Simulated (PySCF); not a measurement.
Two species compared at the same levels of theory.

First species: C5H12GeO2.
Geometry (PBE0-D3(BJ)/def2-SVP, Å), atoms numbered from 1 in this order:
```
atom  x, y, z in Å
C1    -3.0020   -0.1338   -0.3475
C2    -1.6253    0.1812   -0.9084
C3    -0.5006   -0.6680   -0.3239
C4    -0.1406   -0.2941    1.1271
O5     0.7180    0.8248    1.1174
Ge6    1.6999    0.7583   -0.3822
C7     3.5041    0.1146   -0.1311
O8     0.6774   -0.5264   -1.1013
H9    -3.0612    0.0531    0.7364
H10   -3.7764    0.4841   -0.8255
H11   -3.2707   -1.1895   -0.5160
H12   -1.3827    1.2470   -0.7489
H13   -1.6128    0.0196   -1.9980
H14   -0.7972   -1.7322   -0.3600
H15   -1.0419   -0.0477    1.7119
H16    0.3501   -1.1574    1.6186
H17    1.5999    2.1141   -1.1033
H18    4.0211    0.0532   -1.0997
H19    3.4759   -0.8838    0.3264
H20    4.0634    0.7979    0.5246
```

Second species: C₅H₁₂GeO₂.
InChI=1S/C5H12GeO2/c1-4-5-8-6(2)7-3/h4,6H,1,5H2,2-3H3/t6-/m0/s1

Levels: B3LYP/def2-SVPD for HOMO energy, LUMO energy, HOMO–LUMO gap and static isotropic polarisability; TDDFT B3LYP/def2-SVPD for lowest singlet excitation; TDA B3LYP/def2-SVPD for lowest triplet excitation (Tamm–Dancoff); ΔSCF B3LYP/def2-SVPD for vertical ionisation energy. Geometries: PBE0-D3(BJ)/def2-SVP. Each species is one conformer at its optimised geometry, gas phase, non-relativistic unless stated; the electronic structure was computed with PySCF and density fitting.

Dipoles, sizes and rotational constants follow the conformer. The torsions of the flexible species, by atom-mapped SMILES:
- `[CH2:1]=[CH:2][CH2:3][O:4][Ge@@H:5]([CH3:6])[O:7][CH3:8]`: C1–C2–C3–O4 -113°, C2–C3–O4–Ge5 -50°, C3–O4–Ge5–C6 -156°, O4–Ge5–O7–C8 157°

The conformers of `CC[C@@H]1C[O][Ge@@H]([CH3])[O]1` aren't listed.

Values for the first species:

* HOMO energy: -7.30 eV
* LUMO energy: 0.21 eV
* HOMO–LUMO gap: 7.51 eV
* Lowest singlet excitation: 6.51 eV
* Lowest triplet excitation (Tamm–Dancoff): 6.25 eV
* Static isotropic polarisability: 94.9 au
* Vertical ionisation energy: 9.35 eV

Q: Estimate the same properties for the second species, and the change in each.

A: 
```
                                property     first    second  second less first
                             HOMO energy  -7.30 eV  -7.39 eV           -0.09 eV
                             LUMO energy   0.21 eV  -0.29 eV           -0.50 eV
                           HOMO–LUMO gap   7.51 eV   7.10 eV           -0.41 eV
               lowest singlet excitation   6.51 eV   6.13 eV           -0.38 eV
lowest triplet excitation (Tamm–Dancoff)   6.25 eV   4.39 eV           -1.86 eV
         static isotropic polarisability   94.9 au  101.1 au            +6.2 au
              vertical ionisation energy   9.35 eV   9.21 eV           -0.14 eV
```

On the first: S1 lies 1.00 eV below the HOMO–LUMO gap; its leading configuration is HOMO→LUMO, weight 0.90. The polarisability is 14.06 Å³ as a volume (1 au = 0.148185 Å³), or 1.05 au for each of the 90 electrons. Relativistic effects, spin–orbit coupling among them, are left out although an element past zinc is present.

On the second: The polarisability is 14.98 Å³ as a volume (1 au = 0.148185 Å³), or 1.12 au for each of the 90 electrons. The vertical singlet–triplet gap S1 − T1 is 1.74 eV (TDDFT singlet less Tamm–Dancoff triplet; S1: HOMO−1→LUMO, weight 0.46, beside HOMO→LUMO, weight 0.31; T1: HOMO→LUMO, weight 0.59). The calculation is non-relativistic and has no spin–orbit coupling, an omission that weighs most on germanium.
